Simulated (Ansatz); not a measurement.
Reading a saddle point

A first-order saddle point of Si₂NH₆F, closed shell, PBE0-D4/def2-TZVP, with one imaginary mode of 245i cm⁻¹:

| atom | x (Å) | y (Å) | z (Å) |
| --- | --- | --- | --- |
| Si1 | -0.0422 | 0.8542 | 0.0838 |
| F2 | 1.4184 | -0.0734 | -1.4479 |
| N3 | -0.7888 | 1.0537 | -1.3420 |
| H4 | 0.5464 | 0.3037 | -1.7976 |
| H5 | 0.6251 | 1.9474 | 0.8564 |
| Si6 | -0.1850 | -1.2042 | 1.1696 |
| H7 | -0.9162 | 1.9733 | -1.7426 |
| H8 | -1.1768 | -1.0803 | 2.2715 |
| H9 | 1.1401 | -1.5399 | 1.7504 |
| H10 | -0.6211 | -2.2345 | 0.1985 |

Program: Ansatz 0.2.0. Basis: def2-TZVPP and def2-QZVPP. Cores are frozen in the correlated methods. Extrapolation: Hartree–Fock as exp(−7.88 √X), correlation as X^−2.97.

(1) Which contacts change along the imaginary mode, and what lies on either side? (A judgement: the text doesn't fix the answer.)

(2) Which side is lower, and how far does the saddle lie above each? (To be estimated.)

The T1 diagnostic stays at or below 0.017.

## Answers

(1) Computed: The step is Si₂NH₆F ([NH2][SiH]([F])[SiH3]) → Si₂NH₅ ([NH][SiH][SiH3]) + HF, with the molecules in contact on both sides. Shortening one way: F2–H4; lengthening the same way: Si1–F2, N3–H4.
| pair | one side (Å) | saddle (Å) | other side (Å) |
| --- | --- | --- | --- |
| F2–H4 | 3.26 | 1.01 | 0.98 |
| Si1–F2 | 1.61 | 2.31 | 3.16 |
| N3–H4 | 1.01 | 1.60 | 1.57 |

(2) Computed: The side with Si1–F2, N3–H4 short is lower by 299.1 kJ/mol; the saddle lies 339.9 kJ/mol above it and 40.8 kJ/mol above the other (CCSD(T) at an estimated basis limit (MP2 extrapolated from triple and quadruple zeta, plus CCSD(T) − MP2 in triple zeta); electronic energies).

Labels in which every atom is bracketed show which atoms are joined, not bond orders.

For scale, one of the runs: CCSD(T)/def2-TZVPP, 230 basis functions (an equivalent command: `ansatz run in.yaml --threads 4`). Time: 35 s of wall clock on 4 CPU threads; the host was shared. Peak host memory: 4.2 GiB.
